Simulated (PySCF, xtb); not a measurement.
FeO4, SMILES [O]=[Fe](=[O])(=[O])=[O], multiplicity 1.

GFN2-xTB (xtb 6.7.1) at its own geometry gives an orbital gap of 4.32 eV and a dipole moment of 0.00 D.

Geometry optimised at PBE0-D3(BJ)/def2-SVP. The multiplicity is an assumed one; other spin states were not compared.

What does PBE/def2-TZVP (PySCF) give? (An estimate is asked for; the answer gives what the named calculation found.)

gap 1.85 eV (levels -8.60 and -6.75 eV), dipole 0.00 D.
